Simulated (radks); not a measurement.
Results of a calculation; reference values are marked as such.
Valence configurations of the samarium ion Sm+ (all share [Xe]). Code: a radial shooting solver on a logarithmic mesh with Libxc functionals. Model: scalar-relativistic Kohn-Sham, r2SCAN, spin-unpolarised, spherical densities, finite nucleus; meta-GGA in the generalised Kohn-Sham scheme; Fermi nuclear charge, rms radius 5.0819 fm. Energies are relative to 4f6 6s1; eigenvalues in eV.

\begin{tabular}{lrrrrr}
valence & E (eV) & e(4f) & e(5d) & e(6p) & e(6s) \\ \hline
4f6 6s1 & 0.000 & -8.276 & - & - & -8.285 \\
4f6.5 6s0.5 & 0.575 & -5.127 & - & - & -7.338 \\
4f5.5 6s1.5 & 0.723 & -12.081 & - & - & -9.161 \\
4f5.5 5d0.5 6s1 & 1.165 & -10.978 & -7.657 & - & -8.604 \\
4f6 5d1 & 1.332 & -6.436 & -5.736 & - & - \\
4f5 6s2 & 3.044 & -16.330 & - & - & -9.983 \\
4f5.5 6s0.5 6p1 & 4.094 & -13.278 & - & -6.339 & -9.623 \\
4f5 6s1 6p1 & 6.771 & -17.525 & - & -6.833 & -10.487 \\
4f4 5d1 6p2 & 20.072 & -25.408 & -13.121 & -7.551 & - \\
4f3 5d1 6p3 & 42.930 & -36.804 & -17.245 & -8.870 & - \\
\end{tabular}

NIST lists [Xe] 4f6 6s1 as the ground configuration; this level of theory agrees among the configurations tried. The energies are those of spherical spin-averaged densities, not of single terms.
